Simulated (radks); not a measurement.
Values are calculated unless marked as measured or tabulated.
Ionisation of neutral iron, [Ar] 3d6 4s2, to [Ar] 3d6 4s1 as the strength of local exchange is varied. Code: a radial shooting solver on a logarithmic mesh with Libxc functionals. Model: non-relativistic Kohn-Sham, Slater X-alpha exchange (alpha = 2/3 is LDA exchange), no correlation, spin-polarised, spherical densities, point nucleus; open shells are filled with parallel spins first.

| alpha | E(Fe) (hartree) | exchange (hartree) | IE (eV) | -e of the level emptied (eV) | <r> of it (bohr) |
|---|---|---|---|---|---|
| 0.573 | -1251.92458 | -43.39123 | 6.261 | 3.453 (4s) | 3.319 |
| 0.598 | -1253.81923 | -45.35550 | 6.372 | 3.573 (4s) | 3.300 |
| 0.647 | -1257.54135 | -49.22245 | 6.593 | 3.813 (4s) | 3.262 |
| 0.658 | -1258.37850 | -50.09363 | 6.643 | 3.869 (4s) | 3.254 |
| 0.667 | -1259.06386 | -50.80725 | 6.685 | 3.914 (4s) | 3.247 |
| 0.711 | -1262.42005 | -54.30690 | 6.891 | 4.140 (4s) | 3.213 |
| 0.97 | -1282.36066 | -75.27017 | 8.193 | 5.593 (4s) | 3.025 |
| 1.029 | -1286.94707 | -80.13173 | 8.510 | 5.952 (4s) | 2.984 |

NIST Atomic Spectra Database: 7.902 eV (measured). The Delta-SCF value meets it near alpha = 0.91. Open shells are spherical and high-spin; term and fine-structure splittings are not resolved.
